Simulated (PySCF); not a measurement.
Si(F)(Me)3 (C₃H₉FSi), SMILES C[Si](C)(C)F.

Geometry: PBE0-D3(BJ)/def2-SVP.

Calculation: SMD-B3LYP/6-31G* in PySCF.

Solvation free energies are E(SMD) − E(gas) at the gas-phase geometry, for 1 M in both phases. In vacuum the dipole moment is 1.89 D.

| solvent | ΔG(solv) (kcal/mol) | its non-electrostatic (CDS) part | dipole (D) |
|---|---|---|---|
| water | 1.4 | 5.0 | 2.39 |
| 1-octanol | -2.0 | 1.1 | 2.31 |
| dichloromethane | -3.1 | -0.1 | 2.30 |
